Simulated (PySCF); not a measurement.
Work out the structure from these simulated measurements.

Formula: CH3FOSi.

- Rotational structure: rotational constants A, B, C: 20.770, 3.101, 2.790 GHz [PBE0-D3(BJ)/def2-SVP]
- Polarisability: 42.2 au [B3LYP/def2-SVPD]
- Triplet: lowest triplet excitation (Tamm–Dancoff): 2.53 eV [TDA B3LYP/def2-SVPD]
- 13C NMR: chemical shifts (computed TMS as zero) by class: 246.5 (1 C) ppm [GIAO PBE0/pcSseg-1]
- Valence photoelectron: vertical ionisation energy: 10.03 eV [ΔSCF B3LYP/def2-SVPD]
- NMR, other nuclei: isotropic shieldings of nuclei other than C and H, by class: -625 (1 O), 398 (1 F), 386 (1 Si) ppm [GIAO PBE0/pcSseg-1]
- UV, first state: lowest singlet excitation: 3.22 eV (386 nm, f = 0.001) [TDDFT B3LYP/def2-SVPD]
- UV, strongest line: among the 10 lowest singlet transitions: S5 at 7.32 eV (169 nm, f = 0.157) [TDDFT B3LYP/def2-SVPD]

Electronic properties: PySCF, gas phase, density fitting. Levels stand in brackets. Geometry: PBE0-D3(BJ)/def2-SVP, one conformer, isolated molecule. Each NMR value is the plain mean over a class of atoms that symmetry, rotation or inversion makes alike.

Question: Give a SMILES that accounts for the data.

Answer: Numbering: `[O:1]=[CH:2][SiH2:3][F:4]`. Its formula, CH3FOSi, gives 1 degree of unsaturation: 0 rings and 1 π bond in the structure found. The one carbon: carbonyl carbon [C2] (246.5 ppm). The other shieldings belong to: -625 ppm, carbonyl oxygen [O1]; 398 ppm, silicon-bound fluorine [F4]; 386 ppm, fluorine-bound silicon [Si3]. S1 is mainly HOMO→LUMO (weight 0.99); the largest Löwdin shares of the orbital it empties are 0.52 on the carbonyl oxygen, 0.21 on the carbonyl carbon, 0.11 on the fluorine-bound silicon and 0.10 on the formyl hydrogen, of the orbital it fills 0.43 on the carbonyl carbon, 0.34 on the carbonyl oxygen, 0.13 on the fluorine-bound silicon and 0.06 on the formyl hydrogen. The optimised geometry has point group Cs and is an asymmetric top. Structure: `O=C[SiH2]F`. The assignments are read from this structure; whether some other isomer fits the data as well wasn't checked.

The values belong to the conformer `[O:1]=[CH:2][SiH2:3][F:4]`: O1–C2–Si3–F4 179°.
